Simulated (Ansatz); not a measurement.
Basis-set extrapolation for C$_{6}$H$_{15}$NSi (`C=CCN([SiH3])C(C)C`) (PBE0-D4/def2-TZVP geometry, frozen core, Ansatz 0.2.0). Multiplicity 1, RHF reference.

```
                      def2-TZVPP   def2-QZVPP
                 HF  -579.424379  -579.447215
    MP2 correlation    -1.367147    -1.454711
CCSD(T) correlation    -1.510829      not run
```

Energies in hartree. Use E(X) = E(∞) + A·exp(−7.88·√X) for Hartree–Fock and E(X) = E(∞) + B·X^(−2.97) for correlation, with X = 3 and 4, and add CCSD(T) minus MP2 of the smaller set to the MP2 limit.

**Question.** What is the CCSD(T) energy at the basis-set limit?

**Answer.** HF limit: -579.447215 + (-0.022836) × 0.13774 = -579.45036. MP2 limit: -1.454711 + (-0.087564) × 0.74074 = -1.51957. Higher-order term: -1.510829 − (-1.367147) = -0.14368. Total: -581.11361 hartree, 111.9 kcal/mol below CCSD(T)/def2-TZVPP.
